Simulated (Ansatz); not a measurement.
`C[Si](F)(Cl)[GeH3]` + CH₃OH → `CO[Si](C)(F)[GeH3]` + HCl  (ligand exchange at the Si–Cl bond)

Program: Ansatz. Geometries: PBE0-D4/def2-TZVP. ΔE: electronic, gas phase. CBS: MP2 limit from def2 TZ/QZ plus the TZ coupled-cluster correction, frozen cores. This one scheme is used for every species. Functionals use def2-TZVPP. For Ge outer-core shells are correlated without core-valence functions, which leaves a few kJ/mol of doubt a bond. Scalar relativity is left out up to krypton. Each species was taken in one conformer, which may not be the lowest.

`C[Si](F)(Cl)[GeH3]`:

Z-matrix (Å, degrees):
```
C
Si 1 1.850
H 1 1.092 2 110.5
H 1 1.093 2 110.4 3 -120.1
H 1 1.093 2 110.2 3 119.9
F 2 1.600 1 108.4 3 -178.1
Cl 2 2.056 1 109.0 3 -62.3
Ge 2 2.379 1 115.7 3 59.9
H 8 1.538 2 110.5 1 59.7
H 8 1.537 2 109.4 1 -59.7
H 8 1.535 2 110.3 1 -179.7
```

CH₃OH:

Cartesian coordinates in Å:
```
C -0.096 -0.144 -0.311
O -0.021 0.840 0.695
H -0.707 0.267 -1.116
H -0.574 -1.067 0.041
H 0.888 -0.395 -0.725
H 0.511 0.498 1.416
```

`CO[Si](C)(F)[GeH3]`:

Z-matrix (Å, degrees):
```
C
O 1 1.411
H 1 1.096 2 111.7
H 1 1.091 2 108.2 3 119.3
H 1 1.094 2 111.0 3 -121.4
Si 2 1.632 1 125.8 3 50.1
F 6 1.608 2 109.0 1 62.4
C 6 1.848 2 107.1 1 179.9
Ge 6 2.389 2 111.6 1 -54.1
H 8 1.092 6 110.6 2 63.0
H 8 1.093 6 110.0 2 -56.7
H 8 1.092 6 110.8 2 -176.7
H 9 1.540 6 110.7 2 -61.4
H 9 1.539 6 112.1 2 59.0
H 9 1.539 6 110.6 2 179.2
```

HCl:

Cartesian coordinates in Å:
```
Cl -0.245 -0.419 0.416
H 0.245 0.419 -0.416
```

```
             level  ΔE (kJ/mol)  difference from CCSD(T)/CBS
            PBE-D4          1.3                          7.7
         revPBE-D4          0.9                          7.3
         r2SCAN-D4         -3.9                          2.5
        r2SCAN0-D4         -3.6                          2.8
           ωB97M-V         -5.1                          1.3
            B2PLYP         -6.3                          0.1
            revPBE          7.8                         14.2
           r2SCANh         -2.5                          3.9
         CAM-B3LYP         -9.3                         -2.9
       HF/def2-SVP         -1.6                          4.8
      MP2/def2-SVP         -6.6                         -0.2
     CCSD/def2-SVP         -8.0                         -1.6
SCS-MP2/def2-TZVPP         -8.6                         -2.2
      HF/CBS(def2)         -7.8                         -1.4
     MP2/CBS(def2)         -2.5                          3.9
    CCSD/CBS(def2)         -6.7                         -0.3
       CCSD(T)/CBS         -6.4                            0
```

Largest T1 diagnostic among the species: 0.012.

Leaving LDA and LC-ωPBE aside and taking each functional with its dispersion term where it has one, the values, not all of them listed here, spread over 13.0 kJ/mol, from CAM-B3LYP-D4 to PBE-D4. LDA lies −10.3 kJ/mol from PBE without D4. From BLYP to BHLYP (50 % exact exchange), in def2-TZVPP and without D4, ΔE moves by −3.7 kJ/mol.

CCSD(T)/CBS has its own doubt, a few kJ/mol and more with outer-core shells, so smaller differences from it don't rank the levels.
